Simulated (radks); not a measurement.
The nuclear charge of neutral arsenic is varied continuously with 33 electrons held in [Ar] 3d10 4s2 4p3. Calculated with a radial shooting solver on a logarithmic mesh with Libxc functionals: scalar-relativistic Kohn-Sham, r2SCAN, spin-polarised, spherical densities, finite nucleus; open shells are filled with parallel spins first; meta-GGA in the generalised Kohn-Sham scheme; Fermi nuclear charge, rms radius 4.0968 fm. By the Hellmann-Feynman theorem dE/dZ = E(electron-nucleus)/Z, the electronic potential at the nucleus (averaged over a nucleus of fixed radius). The scalar-relativistic energy here is not variational (the density holds large components alone), so the two differ by a part that grows with Z.

Z     E (hartree)  E(electron-nucleus)/Z (hartree)  HOMO  e(HOMO) (eV)  <r> HOMO (bohr)
32.8  -2228.30370                         -163.819    4p        -4.538            2.599
33    -2261.24757                         -165.177    4p        -6.310            2.485
33.2  -2294.46372                         -166.533    4p        -8.208            2.386
33.4  -2327.95188                         -167.887    4p       -10.224            2.299
33.6  -2361.71183                         -169.240    4p       -12.351            2.221
33.8  -2395.74341                         -170.593    4p       -14.585            2.151
34    -2430.04651                         -171.945    4p       -16.922            2.087

The central difference of E at Z = 33 is -165.400 hartree, to compare with the third column; the second derivative is -6.81 hartree.
